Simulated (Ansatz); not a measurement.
The same path of C2H8Si + H2O (14 atoms, charge 0, multiplicity 1) was run 3 times with different band settings. Lost on the way: Si1–H2, H6–O7. Made: Si1–O7, H2–H6.

Computed with RKS BLYP/def2-SVP in Ansatz.

Relaxed end points:

```xyz
14
Properties=species:S:1:pos:R:3
Si -0.053 0.278 -0.380
H 1.425 0.355 -0.668
C -0.421 -1.238 0.697
C -0.996 0.264 -2.032
H -0.413 1.534 0.371
H 2.379 0.619 1.622
O 1.848 0.625 2.443
H -1.498 -1.301 0.956
H 0.167 -1.146 1.631
H -0.135 -2.180 0.186
H -2.093 0.240 -1.866
H -0.763 1.167 -2.633
H -0.726 -0.626 -2.638
H 1.279 1.410 2.313
```

```xyz
14
Properties=species:S:1:pos:R:3
Si -0.648 0.396 0.262
H 4.064 0.421 0.043
C -0.885 -1.355 0.954
C -0.818 0.430 -1.617
H -1.677 1.303 0.893
H 3.306 0.542 0.085
O 0.911 0.990 0.588
H -1.905 -1.732 0.731
H -0.757 -1.380 2.057
H -0.153 -2.063 0.513
H -1.826 0.087 -1.929
H -0.667 1.455 -2.011
H -0.068 -0.233 -2.096
H 1.125 1.138 1.527
```

Common settings: movable images 9; climbing image yes; optimiser quadratic models (default); start path through a guess of the saddle point; force threshold 0.03 eV/Å; iteration limit 60; end points relaxed.

| run | spring |
| --- | --- |
| 1 | 5.0 eV/Å² |
| 2 | 50.0 eV/Å² |
| 3 | 50.0 eV/Å² |

What does each run give, and how far can it be trusted?

Run 1: converged after 32 iterations, highest image 1.571 eV above the first end. Neighbouring images differ by up to 1.5 eV, so the band resolves the path poorly. A vibrational analysis at the climbing image gives one clearly imaginary mode, 1088i cm⁻¹: a first-order saddle point.
Run 2: converged after 46 iterations, highest image 1.571 eV above the first end. Neighbouring images differ by up to 1.4 eV, so the band resolves the path poorly. Another band between the same ends (9 images) ends at a top of the same energy, where a vibrational analysis finds 1 clearly imaginary mode.
Run 3: converged after 46 iterations, highest image 1.571 eV above the first end. Neighbouring images differ by up to 1.4 eV, so the band resolves the path poorly. Another band between the same ends (9 images) ends at a top of the same energy, where a vibrational analysis finds 1 clearly imaginary mode.
The orbitals stay closed-shell, which can raise the energy where a bond breaks towards radicals; this wasn't checked here.
